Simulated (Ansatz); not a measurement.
Geometry optimisation, RKS BLYP/STO-3G (Ansatz).

Input:

```yaml
crystal:
  periodic: [false, false, false]
  atoms:
    - { symbol: F, position_ang: [-1.8611, -2.4027, 1.6698] }
    - { symbol: C, position_ang: [-1.7355, -2.1269, 0.3071] }
    - { symbol: Si, position_ang: [0.0467, -1.8412, -0.0578] }
    - { symbol: Al, position_ang: [0.894, 0.0704, 1.1333] }
    - { symbol: C, position_ang: [1.4896, 1.6322, 0.1102] }
    - { symbol: Si, position_ang: [0.1464, 2.2687, -1.0182] }
    - { symbol: H, position_ang: [-2.2827, -1.2233, 0.0123] }
    - { symbol: H, position_ang: [-2.0489, -2.985, -0.2757] }
    - { symbol: H, position_ang: [0.2683, -1.5962, -1.4423] }
    - { symbol: H, position_ang: [0.8566, -3.0194, 0.3962] }
    - { symbol: H, position_ang: [0.7272, 0.1004, 2.7517] }
    - { symbol: H, position_ang: [2.3957, 1.3553, -0.4511] }
    - { symbol: H, position_ang: [1.7161, 2.4705, 0.8235] }
    - { symbol: H, position_ang: [0.6146, 3.4298, -1.7475] }
    - { symbol: H, position_ang: [-0.2226, 1.1704, -1.9558] }
    - { symbol: H, position_ang: [-1.0272, 2.6744, -0.2114] }
basis:
  gaussian: { orbitals: STO-3G }
hamiltonian:
  xc: blyp
relax:
  f_tol: 0.02
  max_steps: 40
scf:
  lower_state_search: "off"
output:
  orbitals: {}
```

Run as:

```bash
$ ansatz run input.yaml --threads 1 --pin off --max-ram 2048MiB --backend cpu --events-out ev --progress --plain --runs-dir out
```

Question: Where does it end, and by what steps?

Answer: The forces met the threshold. The force dipped under the threshold on the way, but the program's further checks kept it going. Limits of this set-up: minimal basis. After 23 steps the energy has fallen by 0.734 eV; H15 moved furthest, 1.13 Å.

```tsv
step	energy less start (eV)	largest force component (eV/Å)	accepted
0	0.0000	3.640	yes
1	-0.5767	1.229	yes
2	-0.6925	0.305	yes
3	-0.7032	0.136	yes
4	-0.7064	0.072	yes
5	-0.7130	0.152	yes
6	-0.7155	0.092	yes
7	-0.7189	0.048	yes
8	-0.7212	0.228	yes
9	-0.7238	0.124	yes
10	-0.7260	0.116	yes
11	-0.7280	0.074	yes
12	-0.7286	0.100	yes
13	-0.7301	0.052	yes
14	-0.7312	0.011	yes
15	-0.7321	0.029	yes
16	-0.7313	0.134	no
17	-0.7328	0.047	yes
18	-0.7330	0.041	yes
19	-0.7333	0.037	yes
20	-0.7335	0.012	yes
21	-0.7337	0.011	yes
22	-0.7338	0.040	yes
23	-0.7339	0.018	yes
```

```xyz
16
Properties=species:S:1:pos:R:3
F -2.360 -2.152 1.414
C -1.676 -2.396 0.180
Si 0.228 -1.985 0.211
Al 0.733 0.127 1.030
C 1.439 1.501 -0.123
Si 0.133 2.704 -0.782
H -2.171 -1.800 -0.641
H -1.809 -3.476 -0.111
H 0.668 -2.219 -1.162
H 0.854 -3.050 0.993
H 0.490 0.469 2.487
H 1.963 1.065 -0.995
H 2.192 2.101 0.425
H 0.713 3.710 -1.661
H -0.887 1.987 -1.535
H -0.533 3.392 0.314
```

Run time: 110 s on 1 CPU thread of a shared host.
